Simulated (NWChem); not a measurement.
## Atomisation of CHO2

```
C
O 1 1.1821
O 1 1.3123 2 130.64
H 3 0.9775 1 109.24 2 0.00
```
Charge 0, spin multiplicity 2.

Program: NWChem. The geometry was optimised at UPBE0/def2-SVP, a minimum by its harmonic frequencies. It is one conformer; others weren't searched.

Basis set: def2-TZVP. The atomisation energy is electronic alone: no zero-point, thermal, spin-orbit or counterpoise terms. No value is extrapolated to the basis-set limit. Free atoms are single determinants with multiplicities O 3, C 3, H 2.

The structure started from a generated list of species. The unpaired electrons of the parent sit in orbitals of symmetry a' (Cs labels of the run); other states weren't searched. No SCF solution was tested for a lower state. Open-shell Hartree-Fock references start from PBE0 orbitals.

**Question.** Order these methods by the atomisation energy they give, lowest first: BLYP, LDA (SVWN5), PBE, HF.

**Answer.** HF (244.8 kcal/mol), BLYP (403.3 kcal/mol), PBE (419.6 kcal/mol), LDA (SVWN5) (483.8 kcal/mol)
